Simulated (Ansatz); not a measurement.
Born–Oppenheimer molecular dynamics of a periodic cell of 17 atoms, Ir16Cl (surface Ir(110), adsorbate Cl). It starts from a relaxed structure.

All numbers below come from DFT PBE-D3(BJ), scalar-relativistic, plane waves, PAW (Ansatz). Settings: PAW set soft_1, cutoff 420 eV, k mesh 2x3x1, fermi-dirac smearing 0.1 eV, no spin polarisation.

```
ensemble        : NVT, Langevin thermostat
time step       : 3 fs
steps asked     : 100
set temperature : 1200 K
friction        : 0.05 /fs
atoms held      : 1 to 4
seed            : 682647
```

First frame:

```xyz
17
Lattice="7.6800 0.0000 0.0000 0.0000 5.4306 0.0000 0.0000 0.0000 16.0729" Properties=species:S:1:pos:R:3
Ir 1.920 1.358 1.000
Ir 5.760 1.358 1.000
Ir 1.920 4.073 1.000
Ir 5.760 4.073 1.000
Ir 0.000 0.005 2.251
Ir 3.840 0.007 2.035
Ir 0.000 2.714 2.059
Ir 3.840 2.717 2.231
Ir 1.903 1.360 3.684
Ir 5.779 1.359 3.683
Ir 1.944 4.076 3.671
Ir 5.735 4.078 3.673
Ir -0.001 -0.018 4.922
Ir 3.839 0.019 4.782
Ir -0.001 2.722 4.825
Ir 3.840 2.711 4.874
Cl 7.696 4.021 6.841
```

Q: What does the run give?

A: The run went to its last step.

* steps done: 100
* time covered: 300 fs
* mean temperature over the second half: 1407 K
* spread of the potential energy over the second half: 18.1 meV per atom
* mean potential energy of the second half above the start: 108.8 meV per atom

The mean temperature of the second half is 17 % above the set value. A run of 0.3 ps of so small a system gives no equilibrium averages. Limits of this set-up: coarse k mesh, thin slab, slab without dipole correction, odd electron count without spin, a typed lattice constant that wasn't relaxed here.

Q: What happens to the structure?

A: Mean squared displacements from the first frame to the last: Ir 0.03 Å², Cl 0.47 Å². The details hang on the random start.

Q: How do temperature and energy run in time?

A: 
| time (fs) | T (K) | potential energy less start (eV) |
| --- | --- | --- |
| 0 | 1200 | 0.000 |
| 9 | 934 | 0.063 |
| 18 | 1117 | 0.211 |
| 27 | 1108 | 0.379 |
| 36 | 935 | 0.572 |
| 45 | 789 | 0.801 |
| 54 | 655 | 0.914 |
| 63 | 1256 | 0.965 |
| 72 | 1659 | 1.024 |
| 81 | 1197 | 1.246 |
| 90 | 1385 | 1.606 |
| 99 | 1442 | 1.982 |
| 108 | 1501 | 2.406 |
| 117 | 1154 | 2.656 |
| 126 | 1428 | 2.521 |
| 135 | 1415 | 2.184 |
| 144 | 1442 | 1.971 |
| 153 | 1264 | 1.934 |
| 162 | 1505 | 2.039 |
| 171 | 1124 | 2.333 |
| 180 | 1059 | 2.575 |
| 189 | 1072 | 2.400 |
| 198 | 1443 | 1.905 |
| 207 | 1753 | 1.711 |
| 216 | 1586 | 1.661 |
| 225 | 1324 | 1.721 |
| 234 | 1597 | 1.643 |
| 243 | 1939 | 1.736 |
| 252 | 1403 | 1.827 |
| 261 | 1380 | 1.707 |
| 270 | 895 | 1.655 |
| 279 | 1425 | 1.618 |
| 288 | 1356 | 1.577 |
| 297 | 1537 | 1.422 |

The run took 24 min on 4 threads of Arm Neoverse V2, with other jobs on the host, peak memory 2 GiB.
